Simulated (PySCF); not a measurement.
A geometry optimisation on `[BH2-](C[SiH3])[BiH3+]`.

Computed with PBE0-D3(BJ)/def2-SVP geometry optimisation, gas phase, def2 core potentials past Kr (PySCF 2.14.0). Start geometry: GFN2-xTB. The input is one job of a driver script: a line of settings, then coordinates in Å.

Input:
```
{"job": {"xc": "PBE0", "basis": "def2-SVP", "d3": "d3bj", "grid": 1, "maxiter": 30, "shake": 0.01, "kind": "geom"}, "charge": 0, "multiplicity": 1}
Si     2.515120    -0.593770    -0.251570
C      0.631600    -0.135880    -0.362630
B     -0.085790    -0.531300     0.963670
Bi    -2.573290     0.295510     0.281200
H      3.121520    -0.186130    -1.533300
H      2.676190    -2.001920    -0.052140
H      3.147160     0.159550     0.839560
H      0.591630     0.941690    -0.581260
H      0.239340    -0.652980    -1.210160
H     -0.382760    -1.648380     1.161410
H     -0.000810     0.180990     1.911270
H     -2.503980     1.920840    -0.399850
H     -4.380890     0.559400     0.547540
H     -3.002200    -0.327690    -1.321500
```

Question: Give the output.

Answer: 
```
step   0  E = -572.67243609  max force = 0.026358
step   1  E = -572.67965225  max force = 0.005760
step   2  E = -572.67999484  max force = 0.002099
step   3  E = -572.68006152  max force = 0.001134
step   4  E = -572.68010123  max force = 0.000516
step   5  E = -572.68014402  max force = 0.001391
step   6  E = -572.68016837  max force = 0.001590
step   7  E = -572.68019816  max force = 0.001272
step   8  E = -572.68023048  max force = 0.000809
step   9  E = -572.68028259  max force = 0.000704
step  10  E = -572.68029220  max force = 0.000774
step  11  E = -572.68030615  max force = 0.000714
step  12  E = -572.68032032  max force = 0.000395
optimisation converged
```

Energies in Eh; «max force» is the largest Cartesian gradient component in Eh/bohr.

Question: Give the first gradient maximum in eV/Å.

Answer: With 1 Eh/bohr = 51.422 eV/Å, 1.355 eV/Å.

Question: How much energy does the optimisation release, in eV?

Answer: E(step 0) − E(last step) = 0.007884 Eh, which is 0.215 eV.

Main results: final energy -572.68032 Eh after 12 steps; dipole 1.39 D.

Question: Give the final coordinates.

Answer: 0.331 Å rms from the input after alignment:
```
atom  x, y, z in Å
Si1    2.5350   -0.6565   -0.1889
C2     0.7486   -0.1200   -0.5198
B3    -0.0774   -0.4449    0.7712
Bi4   -2.6077    0.4068    0.1457
H5     3.3804   -0.3735   -1.3909
H6     2.6085   -2.1209    0.1022
H7     3.1088    0.0861    0.9746
H8     0.8085    0.9535   -0.7650
H9     0.4350   -0.6802   -1.4162
H10   -0.4624   -1.5789    0.9738
H11   -0.0231    0.3016    1.7278
H12   -2.9242    2.1128   -0.2914
H13   -4.0731    0.3058    1.1658
H14   -3.4657   -0.2118   -1.2977
```

Question: Estimate the wall time. Hardware: one thread, Arm Neoverse N1 (aarch64), shared host. And the peak memory of the process?

Answer: About 2.3 min, with 0.52 GiB resident at the peak, the Python interpreter and its libraries included.
Labels such as C1 count atoms from 1, the log's own numbers from 0.
